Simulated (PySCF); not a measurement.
## Shifts of the heteroatoms

Geometry:
| atom | x (Å) | y (Å) | z (Å) |
| --- | --- | --- | --- |
| C1 | -1.639 | 0.932 | -1.132 |
| C2 | -1.201 | 0.499 | 0.268 |
| C3 | -2.010 | -0.704 | 0.753 |
| C4 | 0.280 | 0.202 | 0.302 |
| C5 | 0.821 | -0.812 | -0.472 |
| N6 | 2.086 | -1.185 | -0.546 |
| C7 | 3.012 | -0.573 | 0.170 |
| C8 | 2.813 | 0.477 | 1.044 |
| P9 | 1.263 | 1.189 | 1.356 |
| H10 | -1.057 | 1.791 | -1.461 |
| H11 | -1.500 | 0.127 | -1.849 |
| H12 | -2.691 | 1.209 | -1.125 |
| H13 | -1.389 | 1.334 | 0.956 |
| H14 | -3.068 | -0.454 | 0.790 |
| H15 | -1.881 | -1.554 | 0.087 |
| H16 | -1.690 | -0.998 | 1.750 |
| H17 | 0.163 | -1.395 | -1.109 |
| H18 | 4.014 | -0.964 | 0.028 |
| H19 | 3.665 | 0.888 | 1.570 |

Computed data (PySCF): GFN2-xTB structure, shielding tensors at PBE0/pcSseg-1 (GIAO). Single conformer, no relativistic terms, equivalent nuclei averaged, no solvent model.

Problem. Where does 31P resonate?

Solution. 
```csv
atoms,environment,σ (ppm),δ (ppm)
P9,"phosphorus bonded to 2 C, in a 6-membered ring",58.0,222.1
```

Shieldings were converted by a linear fit to measured shifts: 31P (scatter 18.1 ppm rms vs H3PO4, solution or neat liquid). A few per cent of atoms miss by over 2 rms, more outside the fitted compound classes.

On a 400 MHz spectrometer 31P resonates near 161.9 MHz, so 1 ppm is 161.9 Hz.

Problem. Where does 15N resonate?

Solution. 
| atoms | environment | σ (ppm) | δ (ppm) |
| --- | --- | --- | --- |
| N6 | pyridine-type ring nitrogen | -93.5 | -61.9 |

Shieldings were converted by a linear fit to measured shifts: 15N (scatter 6.3 ppm rms vs CH3NO2, solution or neat liquid). Occasional misses reach two or three times the rms, and more in compound classes unlike the fitted ones.

On a 500 MHz spectrometer 15N resonates near 50.7 MHz, so 1 ppm is 50.7 Hz.
